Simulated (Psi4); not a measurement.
Cl$_{2}$Cu, doublet, geometry from GFN2-xTB (such geometries of metal compounds can be far from the true shape); PBE/def2-SVPD (Psi4 1.11).

Psi4 was given this input:
```
memory 2 GB

molecule mol {
0 2
  Cu    0.000000    0.000000    0.000000
  Cl   -0.000000   -0.000000   -2.034859
  Cl    0.000000    0.000000    2.034859
}

set basis def2-svpd
set reference uks

energy('pbe')
print_variables()
```

What the program printed (banner, timings and long lists left out):

```
   => Loading Basis Set <=

    Name: DEF2-SVPD
    Role: ORBITAL
    Keyword: BASIS

         ---------------------------------------------------------
                                   SCF
               by Justin Turney, Rob Parrish, Andy Simmonett
                          and Daniel G. A. Smith
                              UKS Reference
         ---------------------------------------------------------

  ==> Geometry <==

    Molecular point group: d2h
    Full point group: D_inf_h

    Geometry (in Angstrom), charge = 0, multiplicity = 2:

       Center              X                  Y                   Z               Mass
    ------------   -----------------  -----------------  -----------------  -----------------
         CU           0.000000000000     0.000000000000     0.000000000000    62.929597720000
         CL           0.000000000000     0.000000000000    -2.034859000000    34.968852682000
         CL           0.000000000000     0.000000000000     2.034859000000    34.968852682000

  Running in d2h symmetry.

  Rotational constants: A = ************  B =      0.05821  C =      0.05821 [cm^-1]
  Rotational constants: A = ************  B =   1745.16774  C =   1745.16774 [MHz]
  Nuclear repulsion =  293.993262757977391

  Charge       = 0
  Multiplicity = 2
  Electrons    = 63
  Nalpha       = 32
  Nbeta        = 31

  ==> Algorithm <==

  SCF Algorithm Type is DF.
  DIIS enabled.
  MOM disabled.
  Fractional occupation disabled.
  Guess Type is SAD.
  Energy threshold   = 1.00e-06
  Density threshold  = 1.00e-06
  Integral threshold = 1.00e-12

  ==> Primary Basis <==

  Basis Set: DEF2-SVPD
    Blend: DEF2-SVPD
    Number of shells: 34
    Number of basis functions: 88
    Number of Cartesian functions: 97
    Spherical Harmonics?: true
    Max angular momentum: 3

  ==> DFT Potential <==

   => LibXC <=

    Version 7.1.2
    S. Lehtola, C. Steigemann, M. J. T. Oliveira, and M. A. L. Marques,  SoftwareX 7, 1–5 (2018) (10.1016/j.softx.2017.11.002)

   => Composite Functional: PBE <=

    PBE GGA Exchange-Correlation Functional

    J.P. Perdew et. al., Phys. Rev. Lett., 77(18), 3865-3868, 1996

    Deriv               =              1
    GGA                 =           TRUE
    Meta                =          FALSE

    Exchange Hybrid     =          FALSE
    MP2 Hybrid          =          FALSE

   => Exchange Functionals <=

    1.0000     XC_GGA_X_PBE

   => Correlation Functionals <=

    1.0000     XC_GGA_C_PBE

   => LibXC Density Thresholds  <==

    XC_GGA_C_PBE:  1.00E-12
    XC_GGA_X_PBE:  1.00E-15

   => Molecular Quadrature <=

    Radial Scheme          =       TREUTLER
    Pruning Scheme         =           NONE
    Nuclear Scheme         =       TREUTLER

    Blocking Scheme        =         OCTREE
    BS radius alpha        =              1
    Pruning alpha          =              1
    Radial Points          =             75
    Spherical Points       =            302
    Total Points           =          65434
    Total Blocks           =            609
    Max Points             =            256
    Max Functions          =             82
    Weights Tolerance      =       1.00E-15

   => Loading Basis Set <=

    Name: (DEF2-SVPD AUX)
    Role: JKFIT
    Keyword: DF_BASIS_SCF

  ==> Integral Setup <==

  SCF_SUBTYPE=INCORE selected. In-core MEM_DF algorithm will be used.
  Using in-core AOs.

  ==> MemDFJK: Density-Fitted J/K Matrices <==

    J tasked:                   Yes
    K tasked:                    No
    wK tasked:                   No
    Algorithm:                 Core
    Schwarz Cutoff:           1E-12
    Mask sparsity (%):       4.0031
    Fitting Condition:        1E-10

   => Auxiliary Basis Set <=

  Basis Set: (DEF2-SVPD AUX)
    Blend: DEF2-UNIVERSAL-JKFIT
    Number of shells: 134
    Number of basis functions: 520
    Number of Cartesian functions: 687
    Spherical Harmonics?: true
    Max angular momentum: 6

[...]
    NB   [    10,    1,    3,    2,    0,    7,    4,    4 ]

   @DF-UKS iter  91: -2559.85222620336981   -1.96680e-03   1.78998e-03 ADIIS/DIIS
    Occupation by irrep:
             Ag   B1g   B2g   B3g    Au   B1u   B2u   B3u
    DOCC [    10,    1,    2,    3,    0,    7,    4,    4 ]
    SOCC [     0,    0,    1,    0,    0,    0,    0,    0 ]
    NA   [    10,    1,    3,    3,    0,    7,    4,    4 ]
    NB   [    10,    1,    2,    3,    0,    7,    4,    4 ]

   @DF-UKS iter  92: -2559.85236706531896   -1.40862e-04   1.69824e-03 ADIIS/DIIS
    Occupation by irrep:
             Ag   B1g   B2g   B3g    Au   B1u   B2u   B3u
    DOCC [    10,    1,    3,    2,    0,    7,    4,    4 ]
    SOCC [     0,    0,    0,    1,    0,    0,    0,    0 ]
    NA   [    10,    1,    3,    3,    0,    7,    4,    4 ]
    NB   [    10,    1,    3,    2,    0,    7,    4,    4 ]

   @DF-UKS iter  93: -2559.85305501934181   -6.87954e-04   1.14541e-03 ADIIS/DIIS
   @DF-UKS iter  94: -2559.85243503865422    6.19981e-04   1.65175e-03 ADIIS/DIIS
   @DF-UKS iter  95: -2559.85114495016387    1.29009e-03   2.38208e-03 ADIIS/DIIS
   @DF-UKS iter  96: -2559.85067145850826    4.73492e-04   2.59907e-03 ADIIS/DIIS
    Occupation by irrep:
             Ag   B1g   B2g   B3g    Au   B1u   B2u   B3u
    DOCC [    10,    1,    2,    3,    0,    7,    4,    4 ]
    SOCC [     0,    0,    1,    0,    0,    0,    0,    0 ]
    NA   [    10,    1,    3,    3,    0,    7,    4,    4 ]
    NB   [    10,    1,    2,    3,    0,    7,    4,    4 ]

   @DF-UKS iter  97: -2559.85246306709587   -1.79161e-03   1.63230e-03 ADIIS/DIIS
    Occupation by irrep:
             Ag   B1g   B2g   B3g    Au   B1u   B2u   B3u
    DOCC [    10,    1,    3,    2,    0,    7,    4,    4 ]
    SOCC [     0,    0,    0,    1,    0,    0,    0,    0 ]
    NA   [    10,    1,    3,    3,    0,    7,    4,    4 ]
    NB   [    10,    1,    3,    2,    0,    7,    4,    4 ]

   @DF-UKS iter  98: -2559.85172499508735    7.38072e-04   2.08562e-03 ADIIS/DIIS
   @DF-UKS iter  99: -2559.85241038746426   -6.85392e-04   1.66886e-03 ADIIS/DIIS
    Occupation by irrep:
             Ag   B1g   B2g   B3g    Au   B1u   B2u   B3u
    DOCC [    10,    1,    2,    3,    0,    7,    4,    4 ]
    SOCC [     0,    0,    1,    0,    0,    0,    0,    0 ]
    NA   [    10,    1,    3,    3,    0,    7,    4,    4 ]
    NB   [    10,    1,    2,    3,    0,    7,    4,    4 ]

   @DF-UKS iter 100: -2559.85199932226396    4.11065e-04   1.92968e-03 ADIIS/DIIS

PsiException: Could not converge SCF iterations in 100 iterations.

  Failed to converge.

Traceback (most recent call last):
  File "psi4", line 375, in <module>
  File "<string>", line 24, in <module>
  File "site-packages/psi4/driver/driver.py", line 533, in energy
  File "site-packages/psi4/driver/procrouting/proc.py", line 2760, in run_scf
  File "site-packages/psi4/driver/procrouting/proc.py", line 2047, in scf_helper
  File "site-packages/psi4/driver/procrouting/scf_proc/scf_iterator.py", line 93, in scf_compute_energy
  File "site-packages/psi4/driver/procrouting/scf_proc/scf_iterator.py", line 86, in scf_compute_energy
  File "site-packages/psi4/driver/procrouting/scf_proc/scf_iterator.py", line 609, in scf_iterate

psi4.driver.p4util.exceptions.SCFConvergenceError: Could not converge SCF iterations in 100 iterations.

Printing out the relevant lines from the Psithon --> Python processed input file:
      Cl    0.000000    0.000000    2.034859
    ""","mol")
    core.IO.set_default_namespace("mol")
    core.set_global_option("BASIS", "def2-svpd")
    core.set_global_option("REFERENCE", "uks")
--> energy('pbe')
    print_variables()

!-------------------------------------------------------!
!                                                       !
!  Could not converge SCF iterations in 100 iterations. !
!                                                       !
!-------------------------------------------------------!
```

Convergence was not reached.
